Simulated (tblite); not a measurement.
Compound: C₃H₅FO₂Si.
SMILES with atom numbers: `[CH2:1]=[CH:2][O:3][C:4](=[O:5])[SiH2:6][F:7]` (hydrogens: H8, H9 on C1; H10 on C2; H11, H12 on Si6)

Computed with GFN2-xTB (tblite), gas phase: L-BFGS steps from a force-field or distance-geometry start until the largest atomic force falls under 0.01 eV/Å.

Step 6: E = -642.0491 eV
```
atom  x, y, z in Å  |  force x, y, z in eV/Å
C1     -1.2876    2.2649    0.7950   -0.022   0.067   0.039
C2     -1.1792    0.9706    0.5627    0.182  -0.062  -0.153
O3     -0.0107    0.4072    0.0746   -0.033  -0.145   0.079
C4      0.0238   -0.9296   -0.1310   -0.186   0.219  -0.021
O5     -0.9359   -1.6367    0.0617   -0.008  -0.123   0.026
Si6     1.6642   -1.6503   -0.8211   -0.121   0.067   0.047
F7      2.8452   -0.6021   -0.5451    0.016   0.066   0.001
H8     -2.2104    2.6719    1.1691    0.027  -0.057  -0.015
H9     -0.4825    2.9596    0.6340    0.063  -0.085  -0.038
H10    -1.9888    0.2671    0.7181    0.079  -0.026  -0.007
H11     1.5730   -1.8529   -2.2544   -0.021   0.102  -0.081
H12     1.9901   -2.8704   -0.1130    0.024  -0.024   0.123
```

Step 7: E = -642.0540 eV
```
atom  x, y, z in Å  |  force x, y, z in eV/Å
C1     -1.2822    2.2598    0.7930    0.019   0.006   0.012
C2     -1.1729    0.9642    0.5610    0.042   0.064  -0.102
O3     -0.0065    0.4021    0.0728   -0.071  -0.070   0.113
C4      0.0179   -0.9314   -0.1285   -0.102   0.108  -0.087
O5     -0.9457   -1.6326    0.0648   -0.003  -0.155   0.027
Si6     1.6606   -1.6462   -0.8214   -0.089   0.024   0.039
F7      2.8449   -0.5993   -0.5454   -0.029   0.045  -0.005
H8     -2.2052    2.6644    1.1656   -0.004  -0.036   0.002
H9     -0.4783    2.9568    0.6318    0.051  -0.106  -0.034
H10    -1.9898    0.2641    0.7173    0.182   0.021  -0.028
H11     1.5702   -1.8405   -2.2589   -0.013   0.095  -0.011
H12     1.9881   -2.8620   -0.1018    0.017   0.006   0.073
```

Step 8: E = -642.0578 eV
```
atom  x, y, z in Å  |  force x, y, z in eV/Å
C1     -1.2775    2.2555    0.7916    0.020   0.054   0.008
C2     -1.1677    0.9611    0.5580   -0.074   0.059  -0.040
O3     -0.0042    0.3974    0.0735   -0.056   0.013   0.095
C4      0.0111   -0.9315   -0.1283   -0.032  -0.054  -0.108
O5     -0.9528   -1.6324    0.0676    0.008  -0.131   0.015
Si6     1.6560   -1.6426   -0.8207   -0.035  -0.015   0.019
F7      2.8440   -0.5964   -0.5457   -0.078   0.017  -0.010
H8     -2.2015    2.6581    1.1632   -0.008  -0.022   0.005
H9     -0.4740    2.9527    0.6294    0.050  -0.098  -0.027
H10    -1.9871    0.2622    0.7162    0.211   0.040  -0.038
H11     1.5679   -1.8293   -2.2625   -0.008   0.086   0.057
H12     1.9870   -2.8555   -0.0918    0.003   0.049   0.023
```

Step 9: E = -642.0612 eV
```
atom  x, y, z in Å  |  force x, y, z in eV/Å
C1     -1.2734    2.2530    0.7906    0.019   0.055  -0.007
C2     -1.1639    0.9597    0.5544   -0.119   0.070   0.023
O3     -0.0032    0.3932    0.0759   -0.016   0.047   0.041
C4      0.0040   -0.9327   -0.1301    0.018  -0.162  -0.085
O5     -0.9586   -1.6347    0.0703    0.018  -0.086  -0.005
Si6     1.6513   -1.6396   -0.8197    0.012  -0.039  -0.002
F7      2.8416   -0.5935   -0.5463   -0.110   0.002  -0.010
H8     -2.1983    2.6521    1.1610   -0.024   0.010   0.013
H9     -0.4690    2.9473    0.6268    0.060  -0.061  -0.020
H10    -1.9810    0.2610    0.7146    0.153   0.017  -0.033
H11     1.5657   -1.8177   -2.2646   -0.004   0.072   0.098
H12     1.9861   -2.8489   -0.0825   -0.008   0.076  -0.014
```

**Question.** Estimate the geometry and energy of step 10. (The exact step hangs on the optimiser's Hessian estimate; all steps are aligned on step 9, rigid shifts and turns removed.)

**Answer.** E = -642.0640 eV, largest force 0.176 eV/Å
```
atom  x, y, z in Å  |  force x, y, z in eV/Å
C1     -1.2698    2.2520    0.7898    0.005   0.053  -0.015
C2     -1.1618    0.9600    0.5513   -0.080   0.040   0.055
O3     -0.0029    0.3897    0.0788    0.020   0.025  -0.025
C4     -0.0022   -0.9359   -0.1331    0.039  -0.169  -0.028
O5     -0.9635   -1.6385    0.0725    0.024  -0.043  -0.027
Si6     1.6474   -1.6376   -0.8189    0.032  -0.043  -0.013
F7      2.8374   -0.5908   -0.5469   -0.112   0.009  -0.003
H8     -2.1959    2.6470    1.1594   -0.031   0.048   0.017
H9     -0.4632    2.9414    0.6240    0.071  -0.013  -0.012
H10    -1.9732    0.2597    0.7126    0.045  -0.025  -0.016
H11     1.5636   -1.8059   -2.2647   -0.002   0.051   0.095
H12     1.9852   -2.8417   -0.0744   -0.010   0.069  -0.030
```

The energy changes by -0.0028 eV. The first-order estimate −F·Δx gives -0.0041 eV and the mean of the old and new forces, exact on a quadratic surface, -0.0028 eV. The step makes an angle of 64° with the force vector and moves no atom by more than 0.012 Å.

The cost below is that of the whole relaxation. Time: 0.15 s wall. Hardware: Arm Neoverse V2, one thread, shared host with 32 logical CPUs at a one-minute load of 42.
